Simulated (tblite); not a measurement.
C₈H₉O (doublet state).
Geometry (GFN2-xTB, Å), atoms numbered from 1 in this order:
```
atom  x, y, z in Å
C1     2.583    0.310   -0.379
C2     1.703   -0.065    0.814
C3     0.259   -0.135    0.403
C4    -0.592    0.925    0.512
C5    -1.907    0.936    0.126
O6    -2.736    2.008    0.252
C7    -2.410   -0.245   -0.431
C8    -1.586   -1.345   -0.567
C9    -0.266   -1.304   -0.160
H10    2.487   -0.430   -1.171
H11    3.627    0.363   -0.078
H12    2.287    1.277   -0.779
H13    1.825    0.681    1.601
H14    2.017   -1.034    1.206
H15   -2.250    2.741    0.647
H16   -3.443   -0.258   -0.743
H17   -1.984   -2.252   -0.999
H18    0.375   -2.168   -0.265
```

The geometry is computed with GFN2-xTB (gas phase). This method treats the open shell by occupation alone, without spin polarisation.

Masses are those of the commonest isotopes; rigid-rotor values at the optimised geometry. The values belong to one conformer with, in the numbering `[CH3:1][CH2:2][c:3]1[c:4][c:5]([OH:6])[cH:7][cH:8][cH:9]1`, C1–C2–C3–C4 -93°, C4–C5–O6–H 0°.

(1) Give the principal moments of inertia and the rotational constants in cm⁻¹.

(2) Classify the top.

(3) Is it planar, by Δ = Ic − Ia − Ib?

(4) Give the other two planar moments, Paa and Pbb, and the rms extents of the mass along the axes.

(5) List the rotational levels J(Ka,Kc) to J = 2 (cm⁻¹).

(6) Estimate the classical rotational partition function at 10 K, 25 K and 500 K.

## Answers

(1) Ia = 163.52, Ib = 436.42, Ic = 558.73 u·Å²; 505379 MHz·u·Å²/I gives 3091, 1158 and 904.5 MHz, that is A = 0.10310, B = 0.03863, C = 0.03017 cm⁻¹.

(2) An asymmetric top; Ray's κ = -0.768.

(3) Not planar: Δ = Ic − Ia − Ib = -41.21 u·Å². For a rigid frame Δ = −2 Σ m c², so Σ m c² = 20.60 u·Å² lies off the ab plane: 6.85 from hydrogen and 13.76 from heavier atoms. The atom farthest from that plane is 1.35 Å away.

(4) Paa = Σ m a² = (Ib + Ic − Ia)/2 = 415.81 and Pbb = Σ m b² = (Ia + Ic − Ib)/2 = 142.91 u·Å². With the mass M = 121.07 u, the rms extents √(P/M) along a, b and c are 1.85, 1.09, 0.41 Å.

(5) Above 0(0,0):
J = 1: 1(0,1) 0.0688, 1(1,1) 0.1333, 1(1,0) 0.1417
J = 2: 2(0,2) 0.2056, 2(1,2) 0.2624, 2(1,1) 0.2878, 2(2,1) 0.4812, 2(2,0) 0.4820
Those of J = 1 are B + C, A + C and A + B.

(6) Point group C1, symmetry number σ = 1; q = (√π/σ)·√((kT/h)³/(ABC)), k/h = 20836.6 MHz/K: 2960 at 10 K, 11700 at 25 K, 1050000 at 500 K.

For this open shell read J as N, the rotation without spin; fine and hyperfine splittings come on top. Its GFN2-xTB frequencies are all real (lowest 32 cm⁻¹). Constants of a rigid frame at the computed geometry: no zero-point averaging, no centrifugal distortion.

Hardware: an Arm Neoverse V1 with one thread, shared host. Cost: 0.26 s wall. These figures are those of the optimisation.
